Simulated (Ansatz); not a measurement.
A short molecular-dynamics run on C2H9AlNP (`CN(P)[CH2][AlH2]`).

```yaml
crystal:
  periodic: [false, false, false]
  atoms:
    - {symbol: C, position_ang: [-1.268445, 0.499101, 1.407024]}
    - {symbol: N, position_ang: [-0.223251, 0.333639, 0.414409]}
    - {symbol: P, position_ang: [1.274436, -0.159323, 1.122121]}
    - {symbol: C, position_ang: [-0.588782, -0.530543, -0.710178]}
    - {symbol: Al, position_ang: [0.943799, -0.417257, -1.964822]}
    - {symbol: H, position_ang: [-0.941807, 1.183999, 2.195350]}
    - {symbol: H, position_ang: [-1.576824, -0.449405, 1.875084]}
    - {symbol: H, position_ang: [-2.143790, 0.941733, 0.925446]}
    - {symbol: H, position_ang: [1.790043, 1.128881, 1.462533]}
    - {symbol: H, position_ang: [2.035621, -0.173330, -0.110480]}
    - {symbol: H, position_ang: [-0.844489, -1.556372, -0.392192]}
    - {symbol: H, position_ang: [-1.494431, -0.118270, -1.172921]}
    - {symbol: H, position_ang: [1.336879, 1.010952, -2.536746]}
    - {symbol: H, position_ang: [1.688142, -1.723104, -2.485830]}
basis:
  gaussian: {orbitals: def2-SVP}
hamiltonian: {xc: {name: BLYP}}
md: {timestep: 0.5 fs, n_steps: 50, ensemble: nvt_langevin, temperature: 1000, initial_velocities: maxwell_boltzmann, friction: 0.01, seed: 97}
```

```sh
$ ansatz run in.yaml --threads 4 --pin off --events-out ev --progress --plain --max-ram 10444MiB
```

```tsv
step	time (fs)	potential energy (eV)	kinetic (eV)	T (K)	conserved (eV)
0	0.0	-19584.9099	1.6804	929	–
1	0.5	-19584.8694	1.5939	881	–
2	1.0	-19584.7798	1.4984	828	–
3	1.5	-19584.6618	1.4375	794	–
4	2.0	-19584.5440	1.2936	715	–
5	2.5	-19584.4470	1.2054	666	–
6	3.0	-19584.3706	1.1896	657	–
7	3.5	-19584.3120	1.1644	643	–
8	4.0	-19584.2578	1.1408	630	–
9	4.5	-19584.1916	1.0991	607	–
10	5.0	-19584.1123	1.0046	555	–
11	5.5	-19584.0257	0.9599	530	–
12	6.0	-19583.9395	0.8935	494	–
13	6.5	-19583.8567	0.8763	484	–
14	7.0	-19583.7823	0.7651	423	–
15	7.5	-19583.7242	0.7695	425	–
16	8.0	-19583.6828	0.7506	415	–
17	8.5	-19583.6677	0.6891	381	–
18	9.0	-19583.6839	0.6956	384	–
19	9.5	-19583.7302	0.7722	427	–
20	10.0	-19583.8035	0.9135	505	–
21	10.5	-19583.8976	1.0550	583	–
22	11.0	-19583.9893	1.2479	690	–
23	11.5	-19584.0465	1.3715	758	–
24	12.0	-19584.0602	1.3170	728	–
25	12.5	-19584.0358	1.3116	725	–
26	13.0	-19583.9859	1.3576	750	–
27	13.5	-19583.9412	1.3126	725	–
28	14.0	-19583.9321	1.3339	737	–
29	14.5	-19583.9675	1.4371	794	–
30	15.0	-19584.0507	1.5682	867	–
31	15.5	-19584.1593	1.6785	928	–
32	16.0	-19584.2596	1.6618	918	–
33	16.5	-19584.3390	1.7216	951	–
34	17.0	-19584.3912	1.7217	951	–
35	17.5	-19584.4108	1.7981	994	–
36	18.0	-19584.3932	1.8457	1020	–
37	18.5	-19584.3428	1.7434	963	–
38	19.0	-19584.2740	1.6280	900	–
39	19.5	-19584.2028	1.4417	797	–
40	20.0	-19584.1340	1.5044	831	–
41	20.5	-19584.0744	1.3706	757	–
42	21.0	-19584.0348	1.3277	734	–
43	21.5	-19584.0112	1.4451	799	–
44	22.0	-19584.0000	1.3509	746	–
45	22.5	-19583.9970	1.3392	740	–
46	23.0	-19583.9889	1.3372	739	–
47	23.5	-19583.9629	1.4664	810	–
48	24.0	-19583.9117	1.3701	757	–
49	24.5	-19583.8499	1.2803	708	–
50	25.0	-19583.7945	1.2365	683	–
```

Velocities are drawn at the set temperature; a run this short doesn't reach equilibrium.

Frames (Å, forces in eV/Å):

```xyz
14
time=0.0 fs
C    -1.268    0.499    1.407   -0.010    0.092   -0.002
N    -0.223    0.334    0.414   -0.330    0.423   -0.328
P     1.274   -0.159    1.122    0.788   -0.617    0.810
C    -0.589   -0.531   -0.710    0.174    0.002   -0.293
Al    0.944   -0.417   -1.965    0.154   -0.006   -0.255
H    -0.942    1.184    2.195    0.109    0.349    0.422
H    -1.577   -0.449    1.875   -0.231   -0.470    0.288
H    -2.144    0.942    0.925   -0.487    0.229   -0.196
H     1.790    1.129    1.463    0.209    0.400    0.152
H     2.036   -0.173   -0.110    0.163   -0.004   -0.318
H    -0.844   -1.556   -0.392   -0.176   -0.556    0.112
H    -1.494   -0.118   -1.173   -0.445    0.151   -0.263
H     1.337    1.011   -2.537    0.027    0.105   -0.068
H     1.688   -1.723   -2.486    0.056   -0.100   -0.062
14
time=2.0 fs
C    -1.250    0.496    1.412    0.073    2.722   -2.011
N    -0.217    0.333    0.402   -0.325    0.054    0.362
P     1.280   -0.160    1.122    0.922    0.881    0.945
C    -0.570   -0.532   -0.686   -2.182    0.557   -1.893
Al    0.924   -0.420   -1.975    0.140    0.146   -0.281
H    -0.858    1.161    2.160    0.142    0.842    1.014
H    -1.541   -0.383    1.861   -1.080   -2.904    1.428
H    -2.134    0.988    0.927    0.177   -0.170    0.268
H     1.680    1.252    1.463    0.221   -0.890   -0.121
H     1.951   -0.210   -0.161    0.495    0.108   -0.160
H    -0.868   -1.555   -0.438   -0.012   -0.920    0.557
H    -1.586   -0.123   -1.110    1.303   -0.376    0.159
H     1.264    1.049   -2.502    0.090   -0.061   -0.139
H     1.679   -1.746   -2.447    0.035    0.012   -0.129
14
time=4.0 fs
C    -1.233    0.500    1.418   -0.282    1.674   -0.808
N    -0.212    0.330    0.390   -0.559   -0.120    1.177
P     1.286   -0.158    1.122    0.914    1.605    0.592
C    -0.563   -0.531   -0.665   -3.468   -0.314   -2.788
Al    0.906   -0.426   -1.987    0.047    0.506   -0.250
H    -0.773    1.164    2.161   -0.344    0.409    0.528
H    -1.526   -0.416    1.912   -0.500   -0.987    0.431
H    -2.131    1.010    0.937    0.542   -0.409    0.547
H     1.564    1.333    1.444    0.519   -1.429   -0.140
H     1.881   -0.243   -0.220    0.653    0.188    0.230
H    -0.904   -1.574   -0.469    0.393   -0.471    0.756
H    -1.649   -0.152   -1.048    1.918   -0.306    0.101
H     1.191    1.096   -2.474    0.119   -0.376   -0.155
H     1.673   -1.758   -2.416    0.048    0.031   -0.220
14
time=6.0 fs
C    -1.218    0.507    1.422    0.309    0.162    1.452
N    -0.207    0.327    0.385   -0.831   -0.201    1.679
P     1.295   -0.155    1.121    0.802    2.002    0.089
C    -0.568   -0.531   -0.652   -3.449   -1.516   -2.879
Al    0.890   -0.431   -2.001   -0.074    0.729   -0.148
H    -0.691    1.184    2.192   -1.108   -0.455   -0.420
H    -1.514   -0.489    1.973    0.134    1.245   -0.730
H    -2.117    1.013    0.980    0.242   -0.235    0.342
H     1.449    1.382    1.405    0.917   -1.615   -0.011
H     1.824   -0.264   -0.277    0.766    0.234    0.648
H    -0.941   -1.601   -0.462    0.829    0.169    0.722
H    -1.632   -0.184   -0.990    1.264    0.074   -0.287
H     1.134    1.126   -2.472    0.127   -0.609   -0.157
H     1.668   -1.765   -2.393    0.071    0.016   -0.302
14
time=8.0 fs
C    -1.206    0.516    1.429    1.756   -1.090    2.636
N    -0.206    0.323    0.385   -0.982   -0.288    1.551
P     1.306   -0.150    1.119    0.500    1.996   -0.222
C    -0.587   -0.535   -0.654   -1.356   -2.176   -1.883
Al    0.874   -0.438   -2.013   -0.223    0.782   -0.005
H    -0.640    1.183    2.213   -1.400   -0.644   -0.743
H    -1.479   -0.522    2.003    0.167    1.870   -0.997
H    -2.091    0.992    1.040   -0.888    0.442   -0.247
H     1.357    1.385    1.370    1.290   -1.439    0.147
H     1.776   -0.269   -0.310    0.925    0.249    0.784
H    -0.946   -1.608   -0.432    0.873    0.187    0.593
H    -1.575   -0.206   -0.941   -0.934    0.776   -1.058
H     1.085    1.125   -2.481    0.155   -0.613   -0.195
H     1.664   -1.765   -2.377    0.116   -0.050   -0.362
14
time=10.0 fs
C    -1.194    0.520    1.442    1.746   -1.456    2.085
N    -0.209    0.316    0.391   -1.077   -0.198    0.956
P     1.317   -0.142    1.115    0.214    1.252   -0.329
C    -0.611   -0.540   -0.658    0.485   -2.152   -0.945
Al    0.858   -0.445   -2.026   -0.329    0.667    0.152
H    -0.645    1.153    2.208   -0.919   -0.022   -0.207
H    -1.424   -0.490    2.003   -0.155    1.228   -0.640
H    -2.096    0.976    1.095   -1.101    0.609   -0.450
H     1.299    1.332    1.326    1.589   -0.605    0.359
H     1.754   -0.265   -0.313    1.030    0.257    0.648
H    -0.920   -1.596   -0.386    0.508   -0.112    0.371
H    -1.550   -0.188   -0.940   -2.301    1.067   -1.391
H     1.049    1.101   -2.500    0.181   -0.445   -0.247
H     1.664   -1.759   -2.387    0.128   -0.091   -0.361
14
time=12.0 fs
C    -1.183    0.523    1.465    0.122   -0.433   -0.255
N    -0.214    0.308    0.399   -1.206    0.046    0.163
P     1.330   -0.131    1.113   -0.098   -0.938    0.026
C    -0.636   -0.552   -0.666   -0.615   -0.718   -0.728
Al    0.840   -0.452   -2.037   -0.307    0.275    0.262
H    -0.683    1.131    2.200    0.127    1.066    0.899
H    -1.384   -0.414    1.990   -0.627   -0.712    0.383
H    -2.135    0.980    1.146   -0.033    0.146   -0.260
H     1.298    1.235    1.276    1.710    1.552    0.615
H     1.779   -0.262   -0.262    1.083    0.250   -0.038
H    -0.889   -1.584   -0.323   -0.023   -0.369    0.017
H    -1.601   -0.128   -0.989   -0.343   -0.038   -0.566
H     1.019    1.061   -2.539    0.196   -0.185   -0.273
H     1.686   -1.755   -2.417    0.014    0.057   -0.246
14
time=14.0 fs
C    -1.172    0.527    1.492   -0.752    1.643   -1.504
N    -0.220    0.302    0.407   -1.108    0.408   -0.336
P     1.343   -0.120    1.109   -0.568   -2.867    0.497
C    -0.661   -0.568   -0.680   -1.317    0.454   -0.366
Al    0.823   -0.455   -2.048   -0.210   -0.378    0.326
H    -0.716    1.160    2.240    0.368    0.919    0.644
H    -1.364   -0.367    1.992   -0.988   -2.427    1.359
H    -2.176    1.004    1.195    1.097   -0.432   -0.091
H     1.351    1.183    1.252    1.648    3.410    0.741
H     1.859   -0.249   -0.200    1.017    0.203   -0.766
H    -0.861   -1.579   -0.255   -0.459   -0.409   -0.420
H    -1.660   -0.079   -1.066    1.224   -1.040    0.331
H     0.998    1.008   -2.589    0.206    0.245   -0.339
H     1.706   -1.753   -2.463   -0.158    0.269   -0.075
14
time=16.0 fs
C    -1.168    0.537    1.518   -0.668    0.938    0.145
N    -0.228    0.291    0.412   -0.786    0.870   -0.358
P     1.356   -0.112    1.105   -0.733   -1.448    0.549
C    -0.691   -0.580   -0.695   -0.856    0.534    0.282
Al    0.806   -0.457   -2.053   -0.012   -0.862    0.256
H    -0.739    1.228    2.311    0.000   -0.316   -0.626
H    -1.377   -0.401    2.031   -0.534   -0.721    0.587
H    -2.185    1.019    1.249    1.240   -0.576   -0.258
H     1.463    1.234    1.247    1.322    1.868    0.496
H     1.998   -0.235   -0.158    0.511    0.168   -0.720
H    -0.842   -1.587   -0.205   -0.735   -0.078   -0.914
H    -1.675   -0.061   -1.138    1.433   -1.350    0.798
H     0.977    0.959   -2.660    0.171    0.523   -0.356
H     1.734   -1.745   -2.511   -0.355    0.450    0.117
14
time=18.0 fs
C    -1.164    0.551    1.544   -0.216   -0.951    1.284
N    -0.241    0.278    0.417   -0.170    1.278   -0.114
P     1.368   -0.106    1.102   -0.303    1.019    0.327
C    -0.723   -0.587   -0.711    0.646   -0.278    1.228
Al    0.792   -0.458   -2.058    0.102   -0.954    0.167
H    -0.767    1.268    2.364    0.107   -0.820   -1.107
H    -1.403   -0.454    2.085   -0.042    1.064   -0.269
H    -2.147    1.021    1.291    0.337   -0.257   -0.584
H     1.612    1.349    1.264    0.539   -0.721    0.133
H     2.143   -0.209   -0.130   -0.199    0.131   -0.325
H    -0.832   -1.604   -0.180   -0.896    0.368   -1.363
H    -1.632   -0.089   -1.193    0.392   -0.892    0.696
H     0.956    0.926   -2.735    0.111    0.562   -0.295
H     1.739   -1.729   -2.547   -0.407    0.452    0.224
14
time=20.0 fs
C    -1.157    0.564    1.577    0.148   -2.624    0.844
N    -0.257    0.266    0.419    0.429    1.503    0.162
P     1.378   -0.099    1.096    0.293    1.975    0.010
C    -0.752   -0.593   -0.722    2.616   -0.985    2.143
Al    0.777   -0.462   -2.063    0.231   -0.637   -0.101
H    -0.794    1.260    2.379    0.670   -0.316   -0.532
H    -1.424   -0.470    2.118    0.161    1.585   -0.494
H    -2.102    1.021    1.321   -0.826    0.217   -0.894
H     1.780    1.433    1.289   -0.233   -1.782   -0.096
H     2.269   -0.168   -0.115   -0.849    0.060    0.046
H    -0.844   -1.607   -0.199   -0.950    0.287   -1.339
H    -1.585   -0.140   -1.234   -1.280    0.083    0.002
H     0.944    0.906   -2.833   -0.001    0.248   -0.041
H     1.737   -1.713   -2.567   -0.409    0.386    0.289
14
time=22.0 fs
C    -1.154    0.570    1.610   -0.702   -3.296   -1.022
N    -0.272    0.259    0.424    0.711    1.433    0.287
P     1.385   -0.087    1.088    0.707    1.940    0.112
C    -0.773   -0.599   -0.724    2.948    0.062    1.582
Al    0.762   -0.468   -2.065    0.185   -0.065   -0.467
H    -0.795    1.232    2.363    1.347    0.983    0.748
H    -1.417   -0.428    2.155    0.053    1.081   -0.380
H    -2.096    1.027    1.316   -0.614    0.121   -0.645
H     1.940    1.441    1.312   -0.811   -1.848   -0.202
H     2.362   -0.115   -0.076   -1.169   -0.062   -0.001
H    -0.875   -1.590   -0.271   -0.870   -0.827   -0.535
H    -1.606   -0.194   -1.260   -1.390    0.446   -0.084
H     0.947    0.886   -2.937   -0.118   -0.123    0.309
H     1.714   -1.691   -2.578   -0.279    0.156    0.299
14
time=24.0 fs
C    -1.150    0.566    1.641   -1.456   -0.894   -2.822
N    -0.285    0.258    0.431    0.833    1.041    0.283
P     1.389   -0.073    1.082    1.023    1.472    0.260
C    -0.778   -0.603   -0.719    0.960    2.057   -0.271
Al    0.744   -0.470   -2.064   -0.009    0.564   -0.743
H    -0.762    1.235    2.364    1.260    1.299    0.782
H    -1.403   -0.337    2.179   -0.412   -0.993    0.553
H    -2.117    1.032    1.280    0.539   -0.305    0.103
H     2.064    1.390    1.320   -1.203   -1.483   -0.193
H     2.422   -0.060   -0.038   -1.306   -0.205   -0.158
H    -0.932   -1.589   -0.363   -0.689   -1.883    0.331
H    -1.699   -0.223   -1.296    0.690   -0.053    1.043
H     0.955    0.872   -3.021   -0.215   -0.385    0.616
H     1.672   -1.661   -2.575   -0.016   -0.232    0.218
14
time=25.0 fs
C    -1.148    0.564    1.654   -1.187    0.900   -3.115
N    -0.290    0.260    0.437    0.801    0.802    0.198
P     1.392   -0.066    1.080    1.128    1.052    0.324
C    -0.778   -0.604   -0.717    0.114    2.013   -0.578
Al    0.735   -0.470   -2.065   -0.108    0.785   -0.836
H    -0.731    1.248    2.380    0.781    0.802    0.141
H    -1.399   -0.301    2.192   -0.672   -2.066    1.120
H    -2.126    1.029    1.260    0.950   -0.407    0.453
H     2.113    1.343    1.325   -1.320   -1.144   -0.161
H     2.438   -0.035   -0.024   -1.329   -0.269   -0.245
H    -0.972   -1.608   -0.405   -0.463   -1.483    0.417
H    -1.745   -0.231   -1.309    1.443   -0.139    1.389
H     0.956    0.857   -3.059   -0.254   -0.413    0.715
H     1.651   -1.645   -2.579    0.116   -0.434    0.179
```

It took 51 s on 4 threads of an Intel Xeon Platinum 8488C on a shared host, with 0.58 GiB of host memory at the peak.
